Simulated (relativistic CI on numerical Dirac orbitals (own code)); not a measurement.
**Line list: Forbidden lines, Ba40+**

Calculated at this level of theory: Dirac-Coulomb-Breit CI, KLI orbitals optimised for each configuration, model QED, unscaled Slater integrals (own radial code, finite nucleus).

CI space (outside the closed core [Ne]): 3s²3p⁴, 3s3p⁵, 3s²3p³3d, 3p⁶, 3s3p⁴3d, 3p⁵3d, 3s3p³3d², 3s²3p²3d4p, 3p⁵4s, 3s3p³3d4s, 3p⁵4p, 3s²3p³4s, 3s²3p³4p, 3p⁴3d4p, 3s²3p³4d, 3s3p⁴4s, 3s²3p³4f, 3s3p⁴4p, 3s3p⁴4d, 3s3p⁴4f, 3s²3p³5s, 3s²3p³5p, 3s²3p²4s4p, 3s²3p³5d, 3s²3p³5f, 3s²3p³5g, 3s3p³4s², 3s3p⁴5s, 3s²3p²3d², 3s²3p3d³, 3s3p²3d³, 3s²3p3d²4s, 3s²3p3d²4p, 3s²3p3d²4d, 3p⁴3d², 3p³3d³, 3p³3d²4s, 3p³3d²4p, 3p³3d²4d, 3s²3p²3d4s, 3s3p²3d²4s, 3s²3p3d4s², 3s²3p3d4s4p, 3s²3p3d4s4d, 3p⁴3d4s, 3p³3d4s², 3p³3d4s4p, 3p³3d4s4d, 3s²3p²4s², 3s3p²3d4s², 3s²3p4s²4p, 3s²3p4s²4d, 3s²3p²4p², 3s²3p3d4p², 3s3p²3d4p², 3s²3p4s4p², 3s²3p4p³, 3s²3p4p²4d, 3s3p³4s4p, 3s3p²3d4s4p, 3s3p²4s²4p, 3s3p²4s4p², 3s3p²4s4p4d. Double excitations out of closed p, d and f shells are left out; levels of such configurations are missing from the list, as are those of other unlisted configurations, and high levels can miss mixing partners. These lack a partner that the ground configuration has and come out too high: 3s²3p³4f, 3s3p⁴4p, 3s3p⁴4d, 3s3p⁴4f, 3s²3p³5s.

```tsv
λ vac (Å)	Lower	Upper	Type	A (s⁻¹)	log gf
66.117	3s²3p⁴ ³P2 [1]	3s²3p³3d ³F°4 [10]	M2	3.11e+03	-7.74
118.08	3s²3p³3d ³D°3 [21]	3s²3p³3d ³F°4 [50]	M1	1.50e+06	-4.55
120.19	3s²3p³3d ⁵D°4 [23]	3s²3p³3d ³F°4 [50]	M1	6.36e+06	-3.91
120.38	3s²3p⁴ ³P1 [3]	3s²3p⁴ ³P0 [11]	M1	1.83e+07	-4.40
122.36	3s²3p³3d ³F°3 [8]	3s²3p³3d ⁵D°4 [23]	M1	2.39e+05	-5.32
127.04	3s²3p⁴ ³P2 [1]	3s²3p⁴ ¹D2 [4]	M1	3.96e+06	-4.32
130.87	3s²3p³3d ³F°4 [26]	3s²3p³3d ³F°4 [50]	M1	6.80e+05	-4.80
132.20	3s²3p³3d ³F°4 [10]	3s²3p³3d ³G°5 [27]	M1	1.14e+06	-4.48
134.76	3s²3p³3d ³G°5 [27]	3s²3p³3d ³F°4 [50]	M1	1.64e+06	-4.40
135.36	3s²3p³3d ³F°3 [8]	3s²3p³3d ³G°4 [20]	E2	2.27e+04	-6.25
135.36	3s²3p³3d ³F°3 [8]	3s²3p³3d ³G°4 [20]	M1	9.29e+05	-4.64
136.17	3s²3p³3d ³F°4 [10]	3s²3p³3d ³F°4 [26]	M1	5.19e+05	-4.89
137.32	3s²3p⁴ ³P2 [1]	3s²3p⁴ ³P1 [3]	M1	6.14e+06	-4.28
150.05	3s²3p³3d ³F°4 [10]	3s²3p³3d ⁵D°4 [23]	M1	4.25e+06	-3.89
161.79	3s²3p⁴ ¹S0 [2]	3s²3p⁴ ³P1 [3]	M1	1.68e+06	-4.70
166.79	3s²3p³3d ³F°3 [33]	3s²3p³3d ³F°4 [50]	M1	6.74e+05	-4.60
168.51	3s²3p³3d ³D°3 [12]	3s²3p³3d ³F°4 [26]	M1	5.02e+05	-4.72
170.09	3s²3p³3d ³F°4 [10]	3s²3p³3d ³G°4 [20]	M1	7.36e+04	-5.54
186.22	3s²3p³3d ¹F°3 [36]	3s²3p³3d ³F°4 [50]	M1	1.02e+06	-4.32
190.30	3s²3p³3d ³D°3 [12]	3s²3p³3d ⁵D°4 [23]	M1	1.30e+06	-4.20
223.72	3s²3p³3d ³D°3 [12]	3s²3p³3d ³G°4 [20]	M1	7.04e+04	-5.32
486.34	3s²3p³3d ³F°3 [19]	3s²3p³3d ³F°4 [26]	M1	4.73e+04	-4.82
593.54	3s²3p³3d ³G°4 [20]	3s²3p³3d ³G°5 [27]	M1	5.41e+04	-4.50
663.03	3s²3p³3d ³F°3 [8]	3s²3p³3d ³F°4 [10]	M1	4.45e+04	-4.58
907.83	3s²3p⁴ ³P2 [1]	3s²3p⁴ ¹S0 [2]	E2	7.88e+00	-9.01
```

Terms are leading LS components. Brackets give the number of a level in order of energy, since labels repeat. The list gives strong lines, with weight on those to low levels, among the lowest 400 of 10362 levels, so that lines to higher ones, which can be the strongest, are missing. Levels whose partners in the same complex of configurations lie outside the list can be far off, and so can their lines. Rates are taken at the computed energies, electric ones in the length gauge.

At this charge energies of transitions that change n are usually good to better than 1 %, and those within a shell (Δn = 0) to a few per cent.

LS names give the leading component of a level, which can be under half, so a name can repeat, a term be missing and a line seem to break the LS rules.
